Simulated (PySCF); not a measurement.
## Calculated NMR data

Fast rotation and ring inversion assumed for equivalent nuclei, no relativistic terms, no solvent model, single conformer. PBE0/pcSseg-1 with gauge-including orbitals; coordinates at the GFN2-xTB level; PySCF 2.14.0 with density-fitted response routines.

Referencing at the same level of theory: $^{1}$H (σ = 31.72 ppm) and $^{13}$C (σ = 186.93 ppm) against TMS. Splittings of carbon signals by F and P are missing where no couplings were computed. Where no couplings were computed, multiplicities follow the n + 1 count of equivalent neighbours, and m marks all less simple cases (inequivalent or close neighbours, rings, F or P nearby). Shifts are as computed. Against solution values, carbons near 30 ppm lie about +3 ppm off and those near 130 ppm about +5 ppm. Of 1211 compounds with measured shifts, 218 miss one by over three times the rms of a fit or turn the order of signals round; such compounds aren't used in these exercises.

**1.** SMILES C[C@@H]1C2=C(C=C)C=CC=C2C1, C11H12. $^{1}$H NMR (500 MHz, computed): δ 7.80 (d, 1H), 7.50 (m, 1H), 7.23 (d, 1H), 7.02 (m, 1H), 6.17 (m, 1H), 5.62 (m, 1H), 3.63 (m, 1H), 3.42 (m, 1H), 2.64 (m, 1H), 1.39 (d, 3H). $^{13}$C{$^{1}$H} NMR (computed): δ 154.5 (C), 149.3 (C), 140.2 (CH), 136.3 (C), 133.0 (CH), 127.7 (CH), 126.4 (CH), 119.5 (CH2), 39.6 (CH), 38.0 (CH2), 22.4 (CH3).

**2.** SMILES CC(C)C1=C(F)N(C)CC1, C8H14FN. $^{1}$H NMR (500 MHz, computed): δ 3.08 (m, 2H), 2.72 (sept, 1H), 2.53 (s, 3H), 2.51 (m, 2H), 1.06 (d, 6H). $^{13}$C{$^{1}$H} NMR (computed): δ 163.9 (C), 94.6 (C), 52.9 (CH2), 36.7 (CH3), 28.3 (CH), 25.2 (CH2), 23.8 (CH3).

**3.** SMILES C#Cc1oc2ccccc2p1, C9H5OP. $^{1}$H NMR (500 MHz, computed): δ 8.41 (m, 1H), 7.96 (m, 1H), 7.83 (m, 1H), 7.63 (m, 1H), 3.90 (s, 1H). $^{13}$C{$^{1}$H} NMR (computed): δ 185.5 (C), 164.0 (C), 147.3 (C), 135.1 (CH), 133.1 (CH), 128.2 (CH), 119.1 (CH), 101.7 (CH), 82.5 (C).

**4.** `InChI=1S/C11H12/c1-2-9-8-11(9)10-6-4-3-5-7-10/h1,3-4,7,9,11H,5-6,8H2/t9-,11-/m1/s1`. $^{1}$H NMR (500 MHz, computed): δ 6.04 (m, 1H), 5.97 (m, 1H), 5.50 (m, 1H), 3.05 (m, 1H), 3.00 (m, 1H), 2.99 (m, 1H), 2.79 (m, 1H), 1.46 (m, 1H), 1.20 (d, 1H), 1.20 (m, 1H), 0.87 (m, 1H), 0.87 (m, 1H). $^{13}$C{$^{1}$H} NMR (computed): δ 141.5 (C), 131.7 (CH), 130.9 (CH), 123.3 (CH), 92.3 (C), 70.4 (CH), 34.8 (CH2), 32.3 (CH), 31.5 (CH2), 13.8 (CH2), 12.9 (CH).
